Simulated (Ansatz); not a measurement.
Species: sum formula H6BSiO3, net charge 1, singlet state. It need not be the lowest isomer of its formula. 
Geometry from a B3LYP-D3(BJ)/def2-TZVP (Ansatz, a quantum-chemistry and plane-wave program) optimisation:
```xyz
11

O      1.1143     1.5385    -0.3677
B      0.8300     0.2796    -0.0510
O      2.1263    -0.4579     0.1717
O     -0.2168    -0.4843     0.1191
Si    -1.9231    -0.4102     0.0569
H      0.3959     2.1572    -0.5451
H      2.9922    -0.0247     0.0821
H      2.1498    -1.3980     0.4142
H     -2.2541     0.9804    -0.3093
H     -2.3807    -0.7637     1.4065
H     -2.3205    -1.3765    -0.9747
```
Charge +1, spin multiplicity 1.

Total electronic energies in hartree. Valence correlation only, unless marked. No spin-orbit coupling. No relativistic terms. CBS(X,Y): correlation extrapolated as X^-3; Hartree-Fock from the larger set. [CCSD(T)-MP2]/basis is that difference in the basis named.

| level | program | energy (Eh) |
|---|---|---|
| HF/6-31G | Ansatz | -541.46152 |
| HF/6-31G* | Ansatz | -541.60441 |
| HF/cc-pVTZ | Ansatz | -541.75733 |
| HF/cc-pwCVTZ | Ansatz | -541.76399 |
| RI-HF/cc-pV(T+d)Z | Ansatz | -541.76124 |
| BLYP/def2-TZVPD | Ansatz | -543.58696 |
| revPBE/def2-TZVPD | Ansatz | -543.48988 |
| r2SCAN/def2-TZVPD | Ansatz | -543.48896 |
| r2SCAN-D4/def2-TZVPD | Ansatz + dftd4 | -543.49052 |
| PBE0/def2-QZVPP | Ansatz | -543.26924 |
| r2SCAN0-D4/def2-TZVPD | Ansatz + dftd4 | -543.45482 |
| HSE06-D3(BJ)/def2-TZVPD | Ansatz + dftd3 | ___ |
| CAM-B3LYP-D4/def2-TZVPD | Ansatz + dftd4 | ___ |
| wB97M-V/def2-TZVPD | Ansatz | -543.53976 |
| PBE-QIDH/def2-TZVPD | Ansatz | -543.12466 |
| RPA@PBE/cc-pV(T+d)Z | Ansatz | -543.18672 |
| MP2/6-31G* | Ansatz | -542.28366 |
| SCS-MP2/STO-3G | Ansatz | -535.22638 |
| SCS-MP2/cc-pwCVTZ | Ansatz | -542.70113 |
| CCSD/cc-pwCVTZ | Ansatz | -542.73594 |
| CCSD/CBS(cc-pV(T+d)Z,cc-pV(Q+d)Z) | Ansatz | -542.8518 |
| RI-MP2/CBS(cc-pV(T+d)Z,cc-pV(Q+d)Z)+[CCSD(T)-MP2]/cc-pV(D+d)Z | Ansatz | -542.8919 |
| CCSD(T)/CBS(cc-pV(T+d)Z,cc-pV(Q+d)Z) | Ansatz | -542.8912 |

What belongs in the gaps?


- HSE06-D3(BJ)/def2-TZVPD, energy (Eh): -543.22798
- CAM-B3LYP-D4/def2-TZVPD, energy (Eh): -543.57274
